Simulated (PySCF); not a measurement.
**Spinor energies of Re⁴¹⁺ (rhenium, charge +41)**

Start: [Ar] 3d10 4s2 4p4; 4p1/2 filled at m_j = -1/2, +1/2; 4p3/2 filled at m_j = +1/2, +3/2. Calculated with PySCF 2.14 in an uncontracted even-tempered set (16 s from 5 bohr⁻², ratio 2.8; 13 p from 6.5 bohr⁻², ratio 2.8; 8 d from 12 bohr⁻², ratio 2.8; 4 f from 30 bohr⁻², ratio 3): generalised Hartree-Fock with the X2C-1e Hamiltonian and a Gaussian nucleus; one run each with spin-orbit coupling (SO) switched off, then screened by Boettger's factors.

```csv
spinor shell,electrons,"ε, spin-free (eV)","ε, screened SO (eV)",weight of nominal j (screened SO),"rms radius, screened SO (bohr)"
1s1/2,2,-74004.3,-73978.2,1.000,0.0204
2s1/2,2,-14561.3,-14551.7,1.000,0.0823
2p1/2,2,-12959.3,-13990.2,1.000,0.0699
3s1/2,2,-4832.8,-4828.4,1.000,0.208
3p1/2,2,-4348.3,-4583.0,1.000,0.199
3p3/2,4,-4348.3,-4249.0,1.000,0.214
3d3/2,4,-3809.7,-3849.9,1.000,0.187
3d5/2,6,-3809.7,-3777.6,1.000,0.191
4s1/2,2,-2221.6,-2220.0,1.000,0.439
4p1/2,2,-2050.3,-2120.2,0.999,0.432
4p3/2,2,-2050.3,-2019.7,0.999,0.453
```

Problem. Where does 2p3/2 lie, and what is the 2p spin-orbit splitting (screened SO)?

Solution. At -12540.6 eV, 1449.6 eV above 2p1/2.

| quantity | spin-free | screened SO |
| --- | --- | --- |
| E (hartree) | -15600.59163 | -15623.67222 |
| M_J | 2 | 2 |
| ⟨J²⟩ | 6.001 | 6.003 |
| ⟨L²⟩ | 2.001 | 3.286 |
| ⟨S²⟩ | 2.000 | 1.455 |

Each row is a mean over spinors that exchange with the open shell spreads, by up to 17.762 eV (4s1/2).

Breit and QED terms are absent; they matter most for the inner s and p1/2 levels.

Densities and radii are taken from the X2C orbitals without a picture-change correction, which distorts them close to the nucleus.

Without spin-orbit coupling the j labels of p, d and f shells carry no meaning; the spin-free column gives the mean over the occupied spinors of each nl shell.
